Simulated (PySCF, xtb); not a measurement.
GeH7NSi2, SMILES [SiH2]1[SiH2][GeH2][NH]1.

GFN2-xTB (xtb) at its own geometry gives an orbital gap of 3.80 eV and a dipole moment of 1.86 D.

Geometry: ωB97X-D3(BJ)/def2-SVP. This is a generated structure with no PubChem entry under its InChIKey; it may be hypothetical.

**Question.** What does PBE/def2-TZVP (PySCF) give? (The exact figures need the calculation; the answer reports its results.)

**Answer.** gap 4.50 eV (levels -5.89 and -1.39 eV), dipole 0.65 D.
